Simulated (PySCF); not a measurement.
Breaking a bond: SMILES [GaH3] (H₃Ga), singlet. The Ga1–H4 bond (Ga1 also carries H, H; H4 carries nothing else) is varied alone, starting from the PBE0/def2-TZVP optimised geometry.

RKS-wB97X-V = PySCF with restricted wB97X-V/cc-pVDZ; RHF/cc-pVDZ (PySCF); UKS-BLYP = PySCF with unrestricted BLYP/cc-pVDZ.

Magnitude of the dipole moment (D; its direction can reverse along the curve, and a method can change to another solution) and Mulliken charge of the fragment that holds Ga1:

| R / Å | μ RKS-wB97X-V | q RKS-wB97X-V | μ RHF | q RHF | μ UKS-BLYP | q UKS-BLYP |
|---|---|---|---|---|---|---|
| 1.26 | 0.54 | 0.17 | 0.61 | 0.24 | 0.51 | 0.15 |
| 1.34 | 0.42 | 0.13 | 0.47 | 0.20 | 0.40 | 0.11 |
| 1.41 | 0.30 | 0.11 | 0.34 | 0.18 | 0.29 | 0.09 |
| 1.47 | 0.19 | 0.10 | 0.21 | 0.17 | 0.18 | 0.08 |
| 1.52 | 0.10 | 0.09 | 0.11 | 0.16 | 0.09 | 0.07 |
| 1.57 | 0.00 | 0.09 | 0.00 | 0.16 | 0.00 | 0.07 |
| 1.60 | 0.06 | 0.09 | 0.07 | 0.16 | 0.06 | 0.07 |
| 1.68 | 0.23 | 0.09 | 0.26 | 0.16 | 0.22 | 0.07 |
| 1.74 | 0.37 | 0.10 | 0.41 | 0.16 | 0.34 | 0.08 |
| 1.80 | 0.50 | 0.10 | 0.56 | 0.16 | 0.47 | 0.09 |
| 1.92 | 0.78 | 0.12 | 0.86 | 0.17 | 0.72 | 0.10 |
| 2.10 | 1.20 | 0.13 | 1.34 | 0.18 | 1.09 | 0.12 |
| 2.34 | 1.75 | 0.15 | 1.97 | 0.20 | 1.55 | 0.14 |
| 2.62 | 2.38 | 0.17 | 2.71 | 0.22 | 2.03 | 0.15 |
| 2.80 | 2.76 | 0.18 | 3.16 | 0.23 | 2.29 | 0.16 |
| 3.16 | 3.44 | 0.20 | 4.02 | 0.26 | 1.97 | 0.12 |
| 3.43 | 3.88 | 0.21 | 4.60 | 0.27 | 1.67 | 0.10 |
| 3.80 | 4.40 | 0.22 | 5.30 | 0.28 | 1.18 | 0.06 |
| 4.28 | 4.96 | 0.23 | 6.07 | 0.30 | 0.46 | 0.02 |
| 4.73 | 5.41 | 0.24 | 6.68 | 0.30 | 0.04 | 0.00 |
| 5.51 | 6.12 | 0.24 | 7.61 | 0.30 | 0.08 | 0.00 |

At the longest distance RKS-wB97X-V leaves fractional charges on the fragments, a sign of delocalisation error or of the restricted form. The restricted form behind RKS-wB97X-V, RHF keeps the bonding electrons paired and can't separate into open-shell fragments. The unrestricted determinant behind UKS-BLYP is spin-contaminated at 3.16 to 5.51 Å (<S²> up to 1.0, against 0.00 for a pure singlet).
